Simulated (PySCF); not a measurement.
A structure optimised at PBE0-D3(BJ)/def2-SVP, used in a PySCF frequency run:

```
C
C 1 1.3515
H 2 1.0973 1 116.54
C 1 1.4631 2 122.31 3 180.00
C 4 1.3414 1 125.68 2 180.00
H 5 1.0925 4 120.91 1 180.00
H 5 1.0930 6 116.70 4 180.00
H 4 1.0939 5 117.72 6 0.00
C 2 1.4910 3 114.77 1 180.00
H 9 1.0975 2 113.73 3 180.00
H 9 1.1033 10 107.69 8 122.95
H 9 1.1033 10 107.69 11 114.09
C 1 1.5017 2 120.15 3 0.00
H 13 1.0985 1 111.26 2 0.00
H 13 1.1025 14 108.08 1 122.39
H 13 1.1025 14 108.08 15 115.23
```
Charge 0, spin multiplicity 1.

Task: Write its SMILES, formula and point group.

Result: C=C/C(C)=C\C, C₆H₁₀, Cs

Task: What are its rotational constants (standard atomic weights)?

Result: 5.4465, 2.5422, 1.7715 GHz
